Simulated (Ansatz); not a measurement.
The first iterations of a band of GeH4O + H2 (8 atoms, charge 0, multiplicity 1).

Level of theory: RKS B3LYP-D4/def2-mTZVP (Ansatz 0.2.0).

```yaml
movable_images: 7
climbing_image: yes
spring: 5.0 eV/Å²
optimiser: quadratic models (default)
start_path: through a guess of the saddle point
force_threshold: 0.05 eV/Å
iteration_limit: 60
end_points: relaxed
```

First end point:

```xyz
8
Properties=species:S:1:pos:R:3
Ge -0.383 0.400 -0.183
O -0.230 -0.237 1.495
H -1.052 -0.191 2.001
H 1.017 0.202 -0.778
H -0.773 1.894 -0.145
H -1.453 -0.401 -0.958
H 2.108 -2.534 1.866
H 1.572 -2.018 1.839
```

Last end point:

```xyz
8
Properties=species:S:1:pos:R:3
Ge 0.449 0.034 -0.581
O -0.380 -0.687 2.517
H -1.273 -1.030 2.661
H 0.854 0.362 -2.033
H 0.369 1.340 0.220
H -0.919 -0.666 -0.603
H 1.509 -0.901 0.021
H 0.199 -1.338 2.937
```

| iteration | highest image above the first end (eV) | largest band force component (eV/Å) |
| --- | --- | --- |
| 1 | 3.367 | 4.213 |
| 2 | 2.414 | 1.987 |
| 3 | 1.709 | 2.160 |
| 4 | 1.600 | 0.532 |
| 5 | 1.860 | 0.523 |
| 6 | 1.946 | 0.851 |

Q: Does the band converge within its limit, and where does its top end?

A: It converged. It ended after 19 iterations with the highest image 2.093 eV above the first end. Neighbouring images differ by up to 1.7 eV, so the band resolves the path poorly. A vibrational analysis at the climbing image gives one clearly imaginary mode, 1451i cm⁻¹: a first-order saddle point. The orbitals stay closed-shell, which can raise the energy where a bond breaks towards radicals; this wasn't checked here.

Time of the run: 6 min on 1 thread of Arm Neoverse V1, with other jobs on the host, peak memory 0.14 GiB.
